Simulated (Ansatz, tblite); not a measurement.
Removing an electron: Si(OMe)2 (C2H6O2Si). Charge 0, multiplicity 1. Geometry: PBE-D4/def2-SVP. Ansatz, gas phase; energy differences of separate SCF runs; the oxidised species was run as a doublet alone.

```xyz
11

Si   -0.591   -0.326   -0.229
O     0.995   -0.350   -0.803
C     1.413   -1.091   -1.933
H     2.218   -1.800   -1.642
H     1.826   -0.406   -2.704
H     0.588   -1.680   -2.401
O    -0.319    0.720    1.067
C    -1.327    1.139    1.966
H    -2.331    0.712    1.729
H    -1.412    2.247    1.949
H    -1.060    0.835    3.001
```

The xTB rows come from tblite.

Question: Estimate orbital energies and vertical ionisation energies at: GFN1-xTB; GFN2-xTB; PBE-D4/def2-TZVP; r2SCAN-D4/def2-TZVP; PBE0-D4/def2-TZVP.

Answer: 
```tsv
level	−HOMO (eV)	vertical IE (eV)	−LUMO (eV)	HOMO–LUMO gap (eV)
GFN1-xTB	10.04	13.68	5.75	4.29
GFN2-xTB	9.68	13.12	6.21	3.46
PBE-D4/def2-TZVP	5.70	8.76	2.03	3.67
r2SCAN-D4/def2-TZVP	5.92	8.81	1.95	3.98
PBE0-D4/def2-TZVP	6.89	9.00	1.24	5.65
```

Relaxing the oxidised species (PBE-D4/def2-SVP) changes its energy by -0.49 eV at PBE-D4/def2-TZVP, so the adiabatic ionisation energy to this nearest minimum is 8.27 eV. At PBE0-D4/def2-TZVP it is 8.36 eV.    Raw xTB energy differences between charge states are shifted by several eV; the methods need an empirical correction for them.
